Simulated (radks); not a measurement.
Q: Dipole-allowed excitations along the series with 29 electrons in [Ar] 3d10 4s1. All-electron calculation, non-relativistic Kohn-Sham, exchange-only LDA, spin-polarised, spherical densities, point nucleus; open shells are filled with parallel spins first (spin-orbit coupling, left out, can overturn this in heavy ions). Program: a radial shooting solver on a logarithmic mesh with Libxc functionals. Time-dependent linear response with the Hartree and adiabatic exchange-only LDA kernel, continuum included through the Sternheimer equations. Lines are the poles of the dipole polarisability below minus the highest occupied eigenvalue, found on a grid refined at the orbital gaps; the lowest seven at most are given, and weak or close lines can be missed. The first line takes the name of the lowest orbital gap if no other gap lies below it; otherwise a line is named after a gap within 0.6 % of it, if that gap stands alone.

species  -e(HOMO) (eV)  lowest orbital gap (eV)  first line (eV)      f  static alpha (bohr^3)
Sn21+           613.18             4s-4p 41.398   44.081 (4s-4p)  0.499                 0.2120
Sb22+           661.68             4s-4p 43.118   45.902 (4s-4p)  0.489                 0.1910
Te23+           711.90             4s-4p 44.838   47.724 (4s-4p)  0.478                 0.1727
I24+            763.84             4s-4p 46.557   49.543 (4s-4p)  0.469                 0.1567
Xe25+           817.50             4s-4p 48.276   51.364 (4s-4p)  0.459                 0.1427

Estimate the first line of In20+, its oscillator strength and the static polarisability.

A: 42.259 eV (4s-4p), f = 0.511, alpha = 0.2362 bohr^3.
